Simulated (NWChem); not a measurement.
Species: C$_{4}$H$_{7}$O, doublet; SMILES C[CH]C(=O)C

```xyz
12

C      0.0269    -2.0527    -0.0003
C      0.6589    -0.7076    -0.0003
C     -0.1183     0.5108    -0.0008
C      0.6343     1.8353    -0.0012
O     -1.3577     0.4805    -0.0008
H     -1.0613    -1.9593    -0.0001
H      0.3386    -2.6367     0.8783
H      0.3383    -2.6364    -0.8793
H      1.7453    -0.6338    -0.0001
H      1.2835     1.9177    -0.8819
H     -0.0826     2.6587    -0.0065
H      1.2773     1.9223     0.8835
```
Atoms are numbered in this order, from 1.

All runs: NWChem. Spin-unrestricted. The geometry was optimised at B3LYP/6-31G* (spherical d), spin-unrestricted. No stability test was run on the SCF state. Fermi-contact couplings, non-relativistic, static geometry.

For level TPSSh/pcJ-1:

| Item | Result |
|---|---|
| A(iso) 13C atom 2 (MHz) | 77.1 |
| A(iso) 13C atom 3 (MHz) | -40.7 |
| A(iso) 17O atom 5 (MHz) | -16.5 |
| A(iso) 1H atom 9 (MHz) | -51.7 |
| <S²> | 0.763 |

**Question.** How do the values read with level BHandHLYP/pcJ-1 instead?

**Answer.** 
| Item | Value |
|---|---|
| A(iso) 13C atom 2 (MHz) | 93.5 |
| A(iso) 13C atom 3 (MHz) | -58.2 |
| A(iso) 17O atom 5 (MHz) | -36.5 |
| A(iso) 1H atom 9 (MHz) | -61.8 |
| <S²> | 0.784 |
